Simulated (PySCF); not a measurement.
B₃H₆Si, B₃H₇Si, CH₆B₂O, B₂ClH₃ and others (calculated)

All values are calculated (PySCF 2.14.0). Calculation on a computer-drawn molecule: the log of a Hartree-Fock and frozen-core CCSD(T) single point meant for a local Hartree-Fock minimum, with one planted fault or none, to be diagnosed. Offsets are logged minus clean, where the clean run is the same molecule without the fault. The reference is restricted for singlets and unrestricted otherwise, and also for a bond in bohr or an excited solution. Adding or removing an electron swaps singlet and doublet. The excited solution moves the top pair (singlet) or top alpha electron (doublet) to the lowest empty orbital. Highest occupied and lowest empty are orbital energies over both spins, largest force is the largest gradient component, triples share is (T) over the correlation energy, the T1 limit is 0.02 restricted and 0.045 unrestricted, electrons count all cores, a negative frequency is imaginary (commonest isotopes), and the dipole is about the centre of nuclear charge.

Common to all runs: logged SCF converged yes; possible faults no fault, one electron removed, one electron added, multiplicity raised by two, geometry at a saddle point, SCF held on an excited solution, minimal basis STO-3G, one bond length entered in bohr, all coordinates scaled.

```yaml
- entry: 1
  formula: B3H6Si
  logged_structure:
    atoms_angstrom:
      - [B, -2.6045, 2.3253, -0.0676]
      - [B, -2.0213, 0.9392, 0.6928]
      - [B, -1.6654, -0.5397, -0.0024]
      - [Si, -2.9411, -2.0846, -0.1491]
      - [H, -3.7851, 2.5155, -0.1557]
      - [H, -1.8479, 3.1406, -0.508]
      - [H, -1.8187, 0.9945, 1.8799]
      - [H, -0.5768, -0.7827, -0.4423]
      - [H, -3.8172, -2.2895, -1.3086]
      - [H, -3.0721, -3.1056, 0.8967]
  given:
    meant_charge: 1
    meant_multiplicity: 1
    meant_basis: "cc-pV(D+d)Z"
    logged_electrons: 34
    logged_basis_functions: 95
    logged_spin_squared: 2.0453
    "logged_highest_occupied [eV]": -12.635
    "logged_lowest_empty [eV]": -8.1461
    "logged_largest_force [hartree/bohr]": 0.042493
    logged_T1_diagnostic: 0.031554
    logged_D1_diagnostic: 0.13514
    logged_triples_share: 0.032746
    logged_CC_converged: "yes"
    "logged_dipole_magnitude [debye]": 2.7391
    logged_SCF_stable_within_its_kind: "yes"
    "logged_energy_HF [hartree]": -366.00068
    "logged_energy_CCSD(T) [hartree]": -366.38518
    drawn_bonds_atom: [1, 2, 3, 1, 1, 2, 3, 4, 4]
    drawn_bonds_other_atom: [2, 3, 4, 5, 6, 7, 8, 9, 10]
    drawn_bonds_order: [1, 1, 1, 1, 1, 1, 1, 1, 1]
  results:
    planted_fault: "multiplicity raised by two"
    "HF_energy_offset_from_clean_run [kcal/mol]": 73.05
    "CCSD(T)_energy_offset_from_clean_run [kcal/mol]": 74.8
- entry: 2
  formula: B3H7Si
  logged_structure:
    atoms_angstrom:
      - [B, -2.5467, -1.3459, -2.1339]
      - [B, -1.1956, -1.2832, -1.1401]
      - [B, -0.6389, -0.0054, -0.2269]
      - [Si, 0.685, 1.4009, -0.9011]
      - [H, -2.492, -1.034, -3.2945]
      - [H, -3.61, -1.7245, -1.7174]
      - [H, -0.5251, -2.2916, -1.0913]
      - [H, -1.0048, 0.1238, 0.9133]
      - [H, 0.0264, 2.7333, -0.8703]
      - [H, 1.1622, 1.1601, -2.286]
      - [H, 1.8712, 1.4434, -0.0079]
  given:
    meant_charge: 0
    meant_multiplicity: 1
    meant_basis: "cc-pV(D+d)Z"
    logged_electrons: 35
    logged_basis_functions: 100
    logged_spin_squared: 0.782
    "logged_highest_occupied [eV]": -16.921
    "logged_lowest_empty [eV]": -7.9577
    "logged_largest_force [hartree/bohr]": 0.053039
    logged_T1_diagnostic: 0.02903
    logged_D1_diagnostic: 0.13992
    logged_triples_share: 0.029865
    logged_CC_converged: "yes"
    "logged_dipole_magnitude [debye]": 1.5302
    logged_SCF_stable_within_its_kind: "yes"
    "logged_energy_HF [hartree]": -366.64349
    "logged_energy_CCSD(T) [hartree]": -367.04908
    drawn_bonds_atom: [1, 2, 3, 1, 1, 2, 3, 4, 4, 4]
    drawn_bonds_other_atom: [2, 3, 4, 5, 6, 7, 8, 9, 10, 11]
    drawn_bonds_order: [1, 1, 1, 1, 1, 1, 1, 1, 1, 1]
  results:
    planted_fault: "one electron removed"
    "HF_energy_offset_from_clean_run [kcal/mol]": 214.8
    "CCSD(T)_energy_offset_from_clean_run [kcal/mol]": 227.5
- entry: 3
  formula: B3H7Si
  logged_structure:
    atoms_angstrom:
      - [B, -2.4015, -1.2691, -2.0123]
      - [B, -1.1275, -1.2101, -1.0751]
      - [B, -0.6025, -0.0051, -0.2139]
      - [Si, 0.6459, 1.3211, -0.8497]
      - [H, -2.3499, -0.9751, -3.1067]
      - [H, -3.4042, -1.6262, -1.6195]
      - [H, -0.4951, -2.1609, -1.0291]
      - [H, -0.9475, 0.1167, 0.8612]
      - [H, 0.0249, 2.5775, -0.8207]
      - [H, 1.096, 1.094, -2.1557]
      - [H, 1.7645, 1.3612, -0.0074]
  given:
    meant_charge: 0
    meant_multiplicity: 1
    meant_basis: "cc-pV(D+d)Z"
    logged_electrons: 36
    logged_basis_functions: 100
    logged_spin_squared: 0.0
    "logged_highest_occupied [eV]": -10.869
    "logged_lowest_empty [eV]": 1.6112
    "logged_largest_force [hartree/bohr]": 0.038325
    logged_T1_diagnostic: 0.01639
    logged_D1_diagnostic: 0.04428
    logged_triples_share: 0.026176
    logged_CC_converged: "yes"
    "logged_dipole_magnitude [debye]": 0.50073
    logged_SCF_stable_within_its_kind: "yes"
    "logged_energy_HF [hartree]": -366.95592
    "logged_energy_CCSD(T) [hartree]": -367.38065
    drawn_bonds_atom: [1, 2, 3, 1, 1, 2, 3, 4, 4, 4]
    drawn_bonds_other_atom: [2, 3, 4, 5, 6, 7, 8, 9, 10, 11]
    drawn_bonds_order: [1, 1, 1, 1, 1, 1, 1, 1, 1, 1]
  results:
    planted_fault: "all coordinates scaled, by -5.7 %"
    "HF_energy_offset_from_clean_run [kcal/mol]": 18.7
    "CCSD(T)_energy_offset_from_clean_run [kcal/mol]": 19.39
- entry: 4
  formula: CH6B2O
  logged_structure:
    atoms_angstrom:
      - [B, -1.1938, -0.2589, -0.8518]
      - [B, -0.4635, -1.7604, -0.5999]
      - [C, -1.1889, -2.9149, 0.1968]
      - [O, -2.5175, -2.6466, 0.6057]
      - [H, -1.8904, -0.0399, -1.8099]
      - [H, -1.0429, 0.6497, -0.0785]
      - [H, 0.6535, -1.992, -0.9935]
      - [H, -0.6095, -3.0701, 1.1156]
      - [H, -1.1222, -3.8733, -0.337]
      - [H, -3.0849, -2.675, -0.1494]
  given:
    meant_charge: 0
    meant_multiplicity: 1
    meant_basis: cc-pVDZ
    logged_electrons: 30
    logged_basis_functions: 86
    logged_spin_squared: 0.0
    "logged_highest_occupied [eV]": -5.5632
    "logged_lowest_empty [eV]": -3.6954
    "logged_largest_force [hartree/bohr]": 0.12746
    logged_CC_converged: "no"
    "logged_dipole_magnitude [debye]": 2.2266
    logged_SCF_stable_within_its_kind: "no"
    "logged_energy_HF [hartree]": -165.09391
    drawn_bonds_atom: [1, 2, 3, 1, 1, 2, 3, 3, 4]
    drawn_bonds_other_atom: [2, 3, 4, 5, 6, 7, 8, 9, 10]
    drawn_bonds_order: [1, 1, 1, 1, 1, 1, 1, 1, 1]
  results:
    planted_fault: "SCF held on an excited solution"
    "HF_energy_offset_from_clean_run [kcal/mol]": 280.7
  notes: ["CCSD not converged"]
- entry: 5
  formula: B2ClH3
  logged_structure:
    atoms_angstrom:
      - [B, 0.1324, 1.0005, 0.1291]
      - [B, 0.4459, 1.3269, -1.5015]
      - [Cl, 1.7904, 2.4106, -1.9121]
      - [H, -0.6187, 1.6863, 0.768]
      - [H, 0.6541, 0.0755, 0.69]
      - [H, -0.1687, 0.8851, -2.4279]
  given:
    meant_charge: 0
    meant_multiplicity: 1
    meant_basis: "cc-pV(D+d)Z"
    logged_electrons: 30
    logged_basis_functions: 66
    logged_spin_squared: 2.0149
    "logged_highest_occupied [eV]": -7.5128
    "logged_lowest_empty [eV]": -1.7266
    "logged_largest_force [hartree/bohr]": 0.079087
    logged_T1_diagnostic: 0.02696
    logged_D1_diagnostic: 0.12809
    logged_triples_share: 0.031655
    logged_CC_converged: "yes"
    "logged_dipole_magnitude [debye]": 2.0743
    logged_SCF_stable_within_its_kind: "yes"
    "logged_energy_HF [hartree]": -510.46819
    "logged_energy_CCSD(T) [hartree]": -510.82126
    drawn_bonds_atom: [1, 2, 1, 1, 2]
    drawn_bonds_other_atom: [2, 3, 4, 5, 6]
    drawn_bonds_order: [1, 1, 1, 1, 1]
  results:
    planted_fault: "multiplicity raised by two"
    "HF_energy_offset_from_clean_run [kcal/mol]": 94.8
    "CCSD(T)_energy_offset_from_clean_run [kcal/mol]": 92.98
- entry: 6
  formula: B2H6NSi
  logged_structure:
    atoms_angstrom:
      - [B, -1.6013, 0.4688, -0.2305]
      - [B, -0.0889, -0.2322, -0.5847]
      - ["N", 0.2122, -1.0265, -1.7164]
      - [Si, 1.7633, -1.7084, -2.1488]
      - [H, -2.4267, -0.099, 0.4383]
      - [H, -1.8874, 1.5821, -0.591]
      - [H, 0.8149, -0.0396, 0.1983]
      - [H, -0.5239, -1.1745, -2.3829]
      - [H, 2.567, -1.9031, -0.922]
      - [H, 1.5407, -2.9985, -2.8506]
  given:
    meant_charge: 0
    meant_multiplicity: 2
    meant_basis: "cc-pV(D+d)Z"
    logged_electrons: 37
    logged_basis_functions: 95
    logged_spin_squared: 0.7535
    "logged_highest_occupied [eV]": -8.5677
    "logged_lowest_empty [eV]": 1.6913
    "logged_largest_force [hartree/bohr]": 4.8742e-06
    "logged_lowest_frequency [cm^-1]": 87.706
    logged_T1_diagnostic: 0.015398
    logged_D1_diagnostic: 0.058247
    logged_triples_share: 0.027359
    logged_CC_converged: "yes"
    "logged_dipole_magnitude [debye]": 1.1987
    logged_SCF_stable_within_its_kind: "yes"
    "logged_energy_HF [hartree]": -396.23349
    "logged_energy_CCSD(T) [hartree]": -396.71674
    drawn_bonds_atom: [1, 2, 3, 1, 1, 2, 3, 4, 4]
    drawn_bonds_other_atom: [2, 3, 4, 5, 6, 7, 8, 9, 10]
    drawn_bonds_order: [1, 1, 1, 1, 1, 1, 1, 1, 1]
  results:
    planted_fault: "no fault"
    "HF_energy_offset_from_clean_run [kcal/mol]": 0.0
    "CCSD(T)_energy_offset_from_clean_run [kcal/mol]": 0.0
- entry: 7
  formula: B3H5O
  logged_structure:
    atoms_angstrom:
      - [B, -2.5737, 0.9435, 1.2819]
      - [B, -1.0071, 0.9297, 0.6134]
      - [O, -0.8327, 0.791, -0.7433]
      - [B, 0.3494, 0.7627, -1.4173]
      - [H, -3.1099, -0.0664, 1.6557]
      - [H, -3.1851, 1.9676, 1.4388]
      - [H, -0.023, 1.04, 1.307]
      - [H, 1.3889, 0.8644, -0.8235]
      - [H, 0.3071, 0.6342, -2.6084]
  given:
    meant_charge: 0
    meant_multiplicity: 1
    meant_basis: cc-pVDZ
    logged_electrons: 28
    logged_basis_functions: 81
    logged_spin_squared: 0.0
    "logged_highest_occupied [eV]": -11.304
    "logged_lowest_empty [eV]": 1.9707
    "logged_largest_force [hartree/bohr]": 2.043e-05
    "logged_lowest_frequency [cm^-1]": 118.24
    logged_T1_diagnostic: 0.013005
    logged_D1_diagnostic: 0.045359
    logged_triples_share: 0.024301
    logged_CC_converged: "yes"
    "logged_dipole_magnitude [debye]": 0.47166
    logged_SCF_stable_within_its_kind: "yes"
    "logged_energy_HF [hartree]": -151.86451
    "logged_energy_CCSD(T) [hartree]": -152.34777
    drawn_bonds_atom: [1, 2, 3, 1, 1, 2, 4, 4]
    drawn_bonds_other_atom: [2, 3, 4, 5, 6, 7, 8, 9]
    drawn_bonds_order: [1, 1, 1, 1, 1, 1, 1, 1]
  results:
    planted_fault: "no fault"
    "HF_energy_offset_from_clean_run [kcal/mol]": 0.0
    "CCSD(T)_energy_offset_from_clean_run [kcal/mol]": 0.0
- entry: 8
  formula: B2H4OSi
  logged_structure:
    atoms_angstrom:
      - [B, 1.2897, 0.3196, -1.8748]
      - [B, -0.1071, 1.227, -1.5001]
      - [O, -0.993, 0.8213, -0.5591]
      - [Si, -2.02, 0.5548, 0.6973]
      - [H, 1.2909, -0.5114, -2.7453]
      - [H, 2.3327, 0.4974, -1.3008]
      - [H, -0.346, 2.2659, -2.0741]
      - [H, -3.0204, -0.3155, -0.0544]
  given:
    meant_charge: 0
    meant_multiplicity: 1
    meant_basis: "cc-pV(D+d)Z"
    logged_electrons: 35
    logged_basis_functions: 85
    logged_spin_squared: 0.7738
    "logged_highest_occupied [eV]": -15.25
    "logged_lowest_empty [eV]": -7.1296
    "logged_largest_force [hartree/bohr]": 0.084655
    logged_T1_diagnostic: 0.027052
    logged_D1_diagnostic: 0.094065
    logged_triples_share: 0.029846
    logged_CC_converged: "yes"
    "logged_dipole_magnitude [debye]": 6.6176
    logged_SCF_stable_within_its_kind: "yes"
    "logged_energy_HF [hartree]": -415.19208
    "logged_energy_CCSD(T) [hartree]": -415.65087
    drawn_bonds_atom: [1, 2, 3, 1, 1, 2, 4]
    drawn_bonds_other_atom: [2, 3, 4, 5, 6, 7, 8]
    drawn_bonds_order: [1, 1, 1, 1, 1, 1, 1]
  results:
    planted_fault: "one electron removed"
    "HF_energy_offset_from_clean_run [kcal/mol]": 185.7
    "CCSD(T)_energy_offset_from_clean_run [kcal/mol]": 202.7
```
